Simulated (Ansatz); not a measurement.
Geometry optimisation, RKS BLYP/def2-SVP in Ansatz.

input.yaml

```yaml
crystal:
  periodic: [false, false, false]
  atoms:
    - { symbol: Si, position_ang: [-0.601113, 0.580205, -0.027754] }
    - { symbol: F, position_ang: [2.289082, 0.292055, -0.684718] }
    - { symbol: "N", position_ang: [-0.61579, 0.306023, -1.638809] }
    - { symbol: H, position_ang: [1.67243, 0.132481, -1.35611] }
    - { symbol: H, position_ang: [-0.840468, 1.88362, 0.689098] }
    - { symbol: C, position_ang: [-0.318406, -0.855335, 1.138881] }
    - { symbol: H, position_ang: [-0.81081, 1.105802, -2.259697] }
    - { symbol: H, position_ang: [0.594059, -0.684613, 1.746458] }
    - { symbol: H, position_ang: [-0.194364, -1.789183, 0.557734] }
    - { symbol: H, position_ang: [-1.174719, -0.970855, 1.835116] }
basis:
  gaussian: { orbitals: def2-SVP }
hamiltonian:
  xc: blyp
relax:
  f_tol: 0.03
  max_steps: 50
output:
  orbitals: {}
```

Command:

```bash
$ ansatz run input.yaml --threads 2 --pin off --max-ram 3072MiB --backend cpu --events-out ev --progress --plain --runs-dir out
```

Q: Where does it end, and by what steps?

A: The run converged. After 15 steps the energy has fallen by 0.362 eV; F2 moved furthest, 1.61 Å.

```tsv
step	energy less start (eV)	largest force component (eV/Å)	accepted
0	0.0000	1.034	yes
1	-0.0941	0.622	yes
2	-0.1278	0.433	yes
3	-0.1372	0.487	yes
4	-0.1471	0.184	yes
5	-0.1535	0.207	yes
6	-0.1669	0.380	yes
7	-0.1862	0.513	yes
8	-0.2164	0.684	yes
9	-0.2584	0.773	yes
10	-0.3154	0.139	yes
11	-0.3462	0.101	yes
12	-0.3557	0.331	yes
13	-0.3599	0.181	yes
14	-0.3605	0.125	yes
15	-0.3617	0.005	yes
```

```xyz
10
Properties=species:S:1:pos:R:3
Si -0.721 0.718 0.098
F 1.753 -1.075 -1.339
N -0.011 0.853 -1.369
H 1.152 -0.319 -1.512
H -1.828 1.598 0.608
C -0.109 -0.635 1.228
H -0.304 1.579 -2.036
H 0.294 -0.221 2.175
H 0.693 -1.151 0.661
H -0.919 -1.347 1.486
```

Run time: 15 s on 2 threads of Intel(R) Xeon(R) 6975P-C (Granite Rapids) (shared host), peak memory 0.16 GiB.
